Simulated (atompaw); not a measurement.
## Li (Z = 3) PAW (atompaw): all-electron and pseudo phase curves

- Element: lithium (Li)
- Generator: atompaw 4.2.0.5
- Type: PAW
- Functional: PBE
- Relativity: scalar-relativistic
- Frozen core: [He]
- Valence charge: 1
- Reference configuration: 2s1 2p0
- Partial waves: 2s (bound): rc 3.00 bohr; 2s channel at 0.15 Ry: rc 3.00 bohr; 2p (bound, empty): rc 3.00 bohr; 2p channel at 1.15 Ry: rc 3.00 bohr; 3d channel at 0.5 Ry: rc 3.00 bohr; 3d channel at 3.15 Ry: rc 3.00 bohr
- Local potential: bessel scheme, radius 2.25 bohr
- Core correction: smooth core density matched at 1.50 bohr
- Augmentation charge: besselshape compensation charge, radius 2.65 bohr; PAW radius 3.00 bohr; waves and projectors: custom polynom2 7 10 vanderbiltortho

The phase is arctan(r·u′/u) with u = r·R(r), unwrapped; energies in Ry, scanned from -2 to 5 Ry. A pole is an energy at which the radial function vanishes at the test radius. The pseudo phase is shifted by a multiple of π to meet the all-electron one at the reference energy, and phase errors are pseudo minus all-electron; the curves can meet again beyond the range given. Levels narrower than the energy grid can be missing from the lists of poles.

| channel | radius (bohr) | reference energy (Ry) | poles, all-electron | poles, pseudo | unbroken range about the reference energy with phases within 0.05 rad | phase error 1 Ry above the reference energy (rad) |
| --- | --- | --- | --- | --- | --- | --- |
| s | 3.00 | -0.21 | 1.01 | 1.00, 4.25 | below 2.2 | -0.000 |
| p | 3.00 | -0.08 | 0.94, 4.67 | 0.94 | below 2.1 | +0.000 |
| d | 3.00 | 0.50 | 2.73 | 2.74 | below 4.5 | +0.003 |

Phases in the p channel:

```csv
E (Ry),all-electron,pseudo
-2.00,1.322,1.324
-1.52,1.281,1.283
-1.04,1.211,1.212
-0.56,1.053,1.054
-0.08,0.397,0.397
0.40,-1.177,-1.175
0.88,-1.545,-1.545
1.36,-1.710,-1.710
1.84,-1.905,-1.896
2.32,-2.533,-2.390
2.80,-4.086,-3.824
3.28,-4.473,-4.361
3.76,-4.599,-4.521
4.24,-4.668,-4.599
4.72,-4.717,-4.646
```
